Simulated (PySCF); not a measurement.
Spectroscopy problems

Calculated, not measured (PySCF): couplings computed with B3LYP/pcJ-1 (spin–dipole term left out of most H,H and C,H couplings), geometry from GFN2-xTB, shielding tensors at PBE0/pcSseg-1 (GIAO). Fast rotation and ring inversion assumed for equivalent nuclei, one computed conformer, no relativistic terms, no solvent model.

Chemical shifts δ = σref − σ; TMS for 1H (31.72 ppm) and 13C (186.93 ppm), all at this level. Multiplet labels drop J under 1 Hz and among equivalent protons, and merge close values. Unscaled 3J(H,H) run several per cent high. Splittings of carbon signals by F and P are missing where no couplings were computed. Where no couplings were computed, multiplicities follow the n + 1 count of equivalent neighbours, and m marks all less simple cases (inequivalent or close neighbours, rings, F or P nearby). Acid and N–H amide carbonyl carbons lie up to 10 ppm further downfield in solution (hydrogen bonding). Shifts are as computed. Against solution values, carbons near 30 ppm lie about +3 ppm off and those near 130 ppm about +5 ppm. Of 1211 compounds with measured shifts, 218 miss one by over three times the rms of a fit or turn the order of signals round; such compounds aren't used in these exercises. OH and NH positions are gas-phase values without hydrogen bonding to other molecules.

**Question.** C$_{6}$H$_{7}$NO. 1H NMR (400 MHz, computed): δ 6.17 (t, J = 11.1 Hz, 1H), 5.87 (d, J = 11.1 Hz, 2H), 5.41 (br, 1H), 3.18 (d, J = 5.7 Hz, 3H). 13C{1H} NMR (computed): δ 183.2 (C), 182.5 (C), 162.9 (C), 117.6 (CH), 106.1 (CH2), 26.3 (CH3). Give a structure.

**Answer.** `C=C=C=CC(=O)NC`. Rings plus π bonds: 4 (no ring in the answer). 6 carbon signals for 6 carbons: no two carbons are equivalent. Carbon types of the structure: 3 × C, 1 × CH, 1 × CH2, 1 × CH3, leaving 1 H on heteroatoms. δC 183.2, 182.5: central carbon of an allene. δC 162.9: amide carbonyl carbon; it is a carbonyl in resonance with an O or N lone pair, the region of acids, esters and amides. δC 117.6, 106.1: terminal carbon of a cumulated C=C=C unit. δC 26.3: methyl carbon bonded to N; pulled downfield by the heteroatom.

This is the structure that produced the data.

**Question.** C$_{9}$H$_{12}$Si. 1H NMR (400 MHz, computed): δ 7.65 (m, 2H), 7.64 (m, 2H), 7.48 (t, 1H), 5.08 (m, 1H), 4.90 (m, 1H), 3.52 (m, 1H), 2.22 (m, 2H), 1.51 (m, 2H). 13C{1H} NMR (computed): δ 160.2 (C), 134.1 (CH), 131.6 (CH), 131.1 (CH), 42.8 (CH), 21.1 (CH2). What is it?

**Answer.** SMILES c1ccc(C2C[SiH2]C2)cc1. Rings plus π bonds: 5 (2 rings in the answer). 6 carbon signals for 9 carbons: some carbons are equivalent by symmetry or fast rotation. Carbon types of the structure: 1 × C, 6 × CH, 2 × CH2, leaving 2 H on heteroatoms. δC 160.2: substituted aromatic carbon. δC 134.1, 131.6, 131.1: aromatic CH; the aromatic region. δC 42.8: sp3 CH on an aromatic ring; a saturated carbon with 3 carbon neighbours and no heteroatom attached. δH 7.65, 7.64, 7.48: hydrogen on an aromatic CH; aromatic region.

The shifts were computed for this structure.

**Question.** C$_{7}$H$_{8}$F$_{2}$O. 1H NMR (300 MHz, computed): δ 6.55 (m, 1H), 6.54 (m, 1H), 6.53 (m, 1H), 6.24 (d, 1H), 4.30 (m, 1H), 2.23 (s, 3H). 13C{1H} NMR (computed): δ 155.7 (C), 141.7 (CH), 141.6 (CH), 134.6 (CH), 127.1 (CH), 88.5 (CH), 16.7 (CH3). Give a structure.

**Answer.** `CC1=CC=C[C@H]1OC(F)F`. Rings plus π bonds: 3 (1 ring in the answer). 7 carbon signals for 7 carbons: no two carbons are equivalent. Carbon types of the structure: 1 × C, 5 × CH, 1 × CH3, which accounts for all hydrogens. δC 155.7: fully substituted alkene carbon; the olefinic region. δC 141.7, 141.6, 134.6: alkene CH; the olefinic region. δC 127.1: sp3 CH bonded to 2 F and O; 3 electronegative neighbours deshield it. δC 88.5: allylic sp3 CH bonded to O; the inductive effect lowers its shielding.

This is the structure that produced the data.
